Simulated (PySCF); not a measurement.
PySCF input (BP86/def2-SVP):

```python
from pyscf import gto, dft

mol = gto.M(
    atom='''
    O    -1.15154700    0.57711300    1.34339500
    Si   -0.29104300    0.31754200   -0.03301300
    O    -1.32849800   -0.12810400   -1.22268200
    O     0.46136200    1.76028800   -0.32128900
    Si    1.24392100   -1.43784900    0.14231600
    H    -0.84068300    1.27281100    1.92913900
    H    -2.15882400    0.35160700   -1.30524300
    H     1.02332200    1.83542700   -1.09670900
    H     0.56170300   -2.73283600    0.37254600
    H     2.16973200   -1.17818300    1.27306800
    H     2.05391400   -1.53891900   -1.09843700
    ''',
    basis='def2-svp',
    charge=0,
    spin=0,
    verbose=4,
)

mf = dft.RKS(mol, xc='bp86')
mf.grids.level = 3
mf.conv_tol = 1e-9
mf.max_cycle = 100
mf.max_memory = 1500
mf.kernel()
if not mf.converged:
    mf = mf.newton()
    mf.kernel(mf.make_rdm1())
mf.dip_moment()
```

Output:

```
PySCF version 2.14.0

[INPUT] verbose = 4
[INPUT] num. atoms = 11
[INPUT] num. electrons = 58
[INPUT] charge = 0
[INPUT] spin (= nelec alpha-beta = 2S) = 0
[INPUT] symmetry False subgroup None
[INPUT] Mole.unit = angstrom
[INPUT] Symbol           X                Y                Z      unit          X                Y                Z       unit  Magmom
[INPUT]  1 O     -1.151547000000   0.577113000000   1.343395000000 AA   -2.176108449565   1.090585512926   2.538648627110 Bohr   0.0
[INPUT]  2 Si    -0.291043000000   0.317542000000  -0.033013000000 AA   -0.549991560472   0.600067413047  -0.062385528550 Bohr   0.0
[INPUT]  3 O     -1.328498000000  -0.128104000000  -1.222682000000 AA   -2.510497377032  -0.242081475461  -2.310534117435 Bohr   0.0
[INPUT]  4 O      0.461362000000   1.760288000000  -0.321289000000 AA    0.871847824282   3.326462220358  -0.607148216835 Bohr   0.0
[INPUT]  5 Si     1.243921000000  -1.437849000000   0.142316000000 AA    2.350670010595  -2.717140818480   0.268938263144 Bohr   0.0
[INPUT]  6 H     -0.840683000000   1.272811000000   1.929139000000 AA   -1.588660627578   2.405264198334   3.645544366217 Bohr   0.0
[INPUT]  7 H     -2.158824000000   0.351607000000  -1.305243000000 AA   -4.079586111138   0.664440933480  -2.466551796006 Bohr   0.0
[INPUT]  8 H      1.023322000000   1.835427000000  -1.096709000000 AA    1.933798317242   3.468454351632  -2.072479648346 Bohr   0.0
[INPUT]  9 H      0.561703000000  -2.732836000000   0.372546000000 AA    1.061464833347  -5.164311583352   0.704009908802 Bohr   0.0
[INPUT] 10 H      2.169732000000  -1.178183000000   1.273068000000 AA    4.100199243705  -2.226443194618   2.405749857948 Bohr   0.0
[INPUT] 11 H      2.053914000000  -1.538919000000  -1.098437000000 AA    3.881334943410  -2.908135437890  -2.075745095089 Bohr   0.0

nuclear repulsion = 315.401872627235
number of shells = 52
number of NR pGTOs = 186
number of NR cGTOs = 108
basis = def2-svp
ecp = {}

******** <class 'pyscf.dft.rks.RKS'> ********
method = RKS
initial guess = minao
damping factor = 0
level_shift factor = 0
DIIS = <class 'pyscf.scf.diis.CDIIS'>
diis_start_cycle = 1
diis_space = 8
diis_damp = 0
SCF conv_tol = 1e-09
SCF conv_tol_grad = None
SCF max_cycles = 100
direct_scf = True
direct_scf_tol = 1e-13
XC library pyscf.dft.libxc version 7.1.2
    S. Lehtola, C. Steigemann, M. J. T. Oliveira, and M. A. L. Marques,  SoftwareX 7, 1–5 (2018)
XC functionals = bp86
    A. D. Becke,  Phys. Rev. A 38, 3098 (1988)
    J. P. Perdew,  Phys. Rev. B 33, 8822 (1986)
    J. P. Perdew,  Phys. Rev. B 34, 7406–7406 (1986)
radial grids:
    Treutler-Ahlrichs [JCP 102, 346 (1995); DOI:10.1063/1.469408] (M4) radial grids

becke partition: Becke, JCP 88, 2547 (1988); DOI:10.1063/1.454033
pruning grids: <function nwchem_prune>
grids dens level: 3
symmetrized grids: False
atomic radii adjust function: <function treutler_atomic_radii_adjust>
small_rho_cutoff = 0
Set gradient conv threshold to 3.16228e-05
Initial guess from minao.
tot grids = 139456
init E= -808.388358881445
  HOMO = -0.317848011499795  LUMO = -0.0595579914370461  gap/eV = 7.02843
cycle= 1 E= -807.764658390288  delta_E= 0.624  |g|= 1.31  |ddm|= 3.27
  HOMO = -0.0799503188281698  LUMO = 0.0160081917738373  gap/eV = 2.61116
cycle= 2 E= -806.686321884284  delta_E= 1.08  |g|= 2.62  |ddm|=  3.4
  HOMO = -0.227082929836954  LUMO = 0.00582244803796419  gap/eV = 6.33768
cycle= 3 E= -808.079127968895  delta_E= -1.39  |g|= 0.151  |ddm|=  2.7
  HOMO = -0.247523631417453  LUMO = -0.0136725884062283  gap/eV = 6.36341
cycle= 4 E= -808.084455873815  delta_E= -0.00533  |g|= 0.0992  |ddm|= 0.324
  HOMO = -0.243769828100998  LUMO = -0.00899436209674498  gap/eV = 6.38857
cycle= 5 E= -808.086340618925  delta_E= -0.00188  |g|= 0.0447  |ddm|= 0.115
  HOMO = -0.241196041803789  LUMO = -0.0068486501034104  gap/eV = 6.37692
cycle= 6 E= -808.086739355711  delta_E= -0.000399  |g|= 0.00687  |ddm|= 0.0418
  HOMO = -0.241890607909641  LUMO = -0.00712327630693954  gap/eV = 6.38834
cycle= 7 E= -808.086752114903  delta_E= -1.28e-05  |g|= 0.00153  |ddm|= 0.0103
  HOMO = -0.241814148077421  LUMO = -0.00707584258256411  gap/eV = 6.38755
cycle= 8 E= -808.086752567703  delta_E= -4.53e-07  |g|= 0.000972  |ddm|= 0.00212
  HOMO = -0.24180833880452  LUMO = -0.0070723844355487  gap/eV = 6.38749
cycle= 9 E= -808.086752763237  delta_E= -1.96e-07  |g|= 0.000182  |ddm|= 0.000878
  HOMO = -0.241829317420692  LUMO = -0.00708640452606746  gap/eV = 6.38768
cycle= 10 E= -808.0867527722  delta_E= -8.96e-09  |g|= 5.33e-05  |ddm|= 0.00029
  HOMO = -0.241829919353859  LUMO = -0.00708753269271689  gap/eV = 6.38767
cycle= 11 E= -808.086752750601  delta_E= 2.16e-08  |g|= 1.68e-05  |ddm|= 0.000104
  HOMO = -0.241828695935133  LUMO = -0.0070861477427373  gap/eV = 6.38767
cycle= 12 E= -808.086752773116  delta_E= -2.25e-08  |g|= 1.3e-06  |ddm|= 2.57e-05
  HOMO = -0.241828549239549  LUMO = -0.00708603921929063  gap/eV = 6.38767
cycle= 13 E= -808.086752773116  delta_E= -2.27e-13  |g|= 5.52e-07  |ddm|= 1.8e-06
  HOMO = -0.24182856964255  LUMO = -0.00708610773827933  gap/eV = 6.38767
Extra cycle  E= -808.08675277312  delta_E= -3.18e-12  |g|= 9.6e-07  |ddm|= 1.82e-06
converged SCF energy = -808.08675277312
Dipole moment(X, Y, Z, Debye):  0.01302,  1.89195, -0.43988
```

The geometry given is a B3LYP-D3(BJ)/def2-TZVP minimum.
